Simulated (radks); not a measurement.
Neutral copper, 29 electrons, occupied as [Ar] 3d10 4s1 (the NIST ground configuration). All-electron calculation, scalar-relativistic Kohn-Sham, BLYP, spin-polarised, spherical densities, finite nucleus; open shells are filled with parallel spins first; Fermi nuclear charge, rms radius 3.8823 fm. Program: a radial shooting solver on a logarithmic mesh with Libxc functionals. Some entries of the table are withheld. Estimate them.

orbital,occ.,eigenvalue (Ry),<r> (bohr)
1s up,1,-650.7340,0.05213
1s down,1,-650.7317,0.05213
2s down,1,-78.10270,0.2352
2s up,1,-78.10134,0.2352
2p down,3,-67.42641,0.2064
2p up,3,-67.42584,0.2064
3s down,1,-8.41165,(1)
3s up,1,-8.41016,(2)
3p down,3,-5.28929,0.7489
3p up,3,-5.28880,0.7496
3d up,5,-0.36861,1.060
4s up,1,-0.36191,2.894
3d down,5,-0.35863,1.040
4s down,0,-0.31361,2.963

Answer. 
(1) 3s down <r> (bohr): 0.7118
(2) 3s up <r> (bohr): 0.7120
